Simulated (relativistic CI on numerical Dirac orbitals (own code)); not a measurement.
## Hyperfine structure of Re35+, mass number 187

Calculated at this level of theory: Dirac-Coulomb-Breit CI, separate exchange-only KLI orbitals for each configuration, model QED (radiative potential, 1s self-energy scaled to tabulated hydrogen-like ionisation energies), unscaled Slater integrals (own radial code, finite nucleus).

Configuration list (outside the closed core [Ar] 3d10): 4s2.4p6.4d4, 4s2.4p6.4d3.4f, 4s2.4p5.4d5, 4s.4p6.4d5, 4s.4p6.4d4.4f, 4s2.4p6.4d3.5s, 4s2.4p6.4d3.5d, 4s2.4p6.4d3.5g, 4p6.4d6, 4p5.4d7, 4s2.4p6.4d2.5s2, 4s2.4p6.4d.4f.5s2, 4s.4p6.4d2.4f.5s2, 4s2.4p6.4d.5s2.5d. Double excitations out of closed p, d and f shells are left out; levels of such configurations are missing from the list, as are those of other unlisted configurations, and high levels can miss mixing partners.

Nuclear spin I = 5/2, μ = 3.209 μN, Q = 1.94 b (tables of Stone and Pyykkö). The electronic factors are computed for point nuclear moments, without core polarisation or the Bohr-Weisskopf and QED corrections.

| Level | E (cm⁻¹) | A (MHz) | B (MHz) |
| --- | --- | --- | --- |
| 4s2.4p6.4d4 5D_1 | 125114 | -1775 | 10500 |
| 4s2.4p6.4d4 3H_5 | 314532 | 19730 | 27000 |
| 4s2.4p6.4d4 3H_6 | 326656 | 20900 | 33100 |
| 4s2.4p6.4d4 3G_4 | 341219 | 22540 | -9540 |

Levels with J = 0, under 50 % of one LS term, or S terms without an open s electron are left out. Small factors come from cancelling terms and can be off by tens of per cent or more.

At this charge energies of transitions that change n are usually good to better than 1 %, and those within a shell (Δn = 0) to a few per cent. Terms inside the open d or f shell come out 10 to 20 % too wide with unscaled integrals.

Problem. Give the hyperfine levels of 4s2.4p6.4d4 3H_5 relative to its centre of gravity.

Solution. With K = F(F + 1) − I(I + 1) − J(J + 1), E = AK/2 + B[¾K(K + 1) − I(I + 1)J(J + 1)]/[2I(2I − 1)J(2J − 1)]: F = 5/2: -284200, F = 7/2: -223400, F = 9/2: -141900, F = 11/2: -37350, F = 13/2: 93230, F = 15/2: 253400 MHz.

LS names give the leading component of a level, which can be under half, so a name can repeat, a term be missing and a line seem to break the LS rules.
